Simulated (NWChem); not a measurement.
# hydronium (H$_{3}$O cation); SMILES [OH3+]

```xyz
4

O      0.0000     0.0000     0.0788
H      0.6693     0.6693    -0.2074
H      0.2450    -0.9143    -0.2074
H     -0.9143     0.2450    -0.2074
```
Atoms are numbered in this order, from 1.

Results from NWChem. Structure relaxed at the B3LYP/6-31G* (spherical d) level. GIAO values for the isolated, static molecule; σ is the absolute isotropic shielding, δ = σ(reference) − σ with the isolated reference molecule computed at the same levels (1H: tetramethylsilane, 17O: water).

Task: Order these by “δ O1 (ppm)”, lowest first: BHandHLYP/pcSseg-1; PBE/pcSseg-1; LDA (Slater exchange, VWN5)/pcSseg-1.

Result: BHandHLYP/pcSseg-1 (33.8), PBE/pcSseg-1 (37.1), LDA (Slater exchange, VWN5)/pcSseg-1 (38.2)
